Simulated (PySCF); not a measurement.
# Tin: a sound run and one with changed settings

Sound run: Sn(2+) [Kr] 4d10 5s2, Sn(3+) [Kr] 4d10 5s1. Computed with PySCF 2.14 in aug-cc-pVDZ-PP with ECP28MDF (5s4p3d, 32 functions), with a scalar-relativistic core potential. The sound run starts from symmetry-adapted Hartree-Fock orbitals and uses a fine grid where one is needed.

Changed run: basis STO-3G, all-electron and non-relativistic. This setting is unsound on purpose.

```tsv
species	method	sound run (hartree)	changed run (hartree)	converged
Sn(2+)	UHF	-212.57923	-5962.65016	yes
Sn(2+)	MN15	-212.99209	-5960.87348	yes
Sn(2+)	B3LYP	-213.52930	-5964.56260	yes
Sn(3+)	UHF	-211.52993	-5961.74277	yes
Sn(3+)	MN15	-211.86938	-5959.92271	yes
Sn(3+)	B3LYP	-212.39600	-5963.58984	yes
```

Ionisation energy of Sn(2+):

```tsv
method	sound run (eV)	changed run (eV)
UHF	28.553	24.691
MN15	30.550	25.872
B3LYP	30.839	26.470
```

A minimal basis cannot let orbitals breathe on ionisation and holds almost no correlation. The Hamiltonian changed with the basis, so the totals do not compare.

For comparison, NIST gives 30.506 eV between the lowest levels.
